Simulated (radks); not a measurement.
Results of a calculation; reference values are marked as such.
Q: The mean radii <r> (bohr) of the occupied orbitals of an atom or ion are listed with their occupations. Level of theory: scalar-relativistic Kohn-Sham, PBEsol, spin-polarised, spherical densities, finite nucleus; Fermi nuclear charge, rms radius of each element as measured or else 0.836 A^(1/3) + 0.57 fm (a radial shooting solver on a logarithmic mesh with Libxc functionals).

| orbital | occ. | <r> |
|---|---|---|
| 1s down | 1 | 0.06095 |
| 1s up | 1 | 0.06095 |
| 2s up | 1 | 0.2799 |
| 2s down | 1 | 0.2794 |
| 2p up | 3 | 0.2475 |
| 2p down | 3 | 0.2470 |
| 3s up | 1 | 0.8329 |
| 3s down | 1 | 0.8355 |
| 3p up | 3 | 0.8695 |
| 3p down | 3 | 0.8739 |
| 3d up | 3 | 0.9598 |

Name the element and its charge. Open shells, if any, are filled with parallel spins first.

A: Z = 25, manganese, charge +4: Mn4+ in [Ar] 3d3. The 1s radius gives Z: for a bare nucleus <r> = (2 gamma + 1)/(2Z) with gamma = sqrt(1 - (Z/c)^2), 0.05933 bohr for Z = 25, and screening makes it slightly larger (0.06095 here). The occupations add up to 21, and the charge is Z minus that.
